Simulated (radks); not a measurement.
Results of a calculation; reference values are marked as such.
These are the eigenvalues of the occupied orbitals of an atom or ion with whole-number occupations (hartree). Level of theory: Dirac Kohn-Sham, PBEsol, spin-unpolarised, spherical densities, finite nucleus; Fermi nuclear charge, rms radius of each element as measured or else 0.836 A^(1/3) + 0.57 fm (a radial shooting solver on a logarithmic mesh with Libxc functionals).

| orbital | eigenvalue |
|---|---|
| 1s1/2 | -1262.545 |
| 2s1/2 | -197.2860 |
| 2p1/2 | -185.4479 |
| 2p3/2 | -173.5260 |
| 3s1/2 | -41.14572 |
| 3p1/2 | -36.22145 |
| 3p3/2 | -33.95731 |
| 3d3/2 | -25.28056 |
| 3d5/2 | -24.80184 |
| 4s1/2 | -8.23444 |
| 4p1/2 | -6.48979 |
| 4p3/2 | -6.03596 |
| 4d3/2 | -3.20917 |
| 4d5/2 | -3.13545 |
| 5s1/2 | -1.59093 |
| 5p1/2 | -1.14849 |
| 5p3/2 | -1.08639 |
| 5d3/2 | -0.51546 |
| 5d5/2 | -0.50931 |

Which element is it, and in what charge state? The configuration may be excited. Open shells, if any, are shared by 2j + 1.

Answer. Z = 54, xenon, charge +2: Xe2+ in [Kr] 4d10 5s2 5p2 5d2. The list shows which subshells hold electrons but not how many an open one holds; the 1s level, -1262.5 hartree, gives Z - s = 50.3 by -(Z - s)^2/2, which with screening and relativity narrows Z to a few neighbours, and the depths of the outer levels then fix element, charge and occupations together.
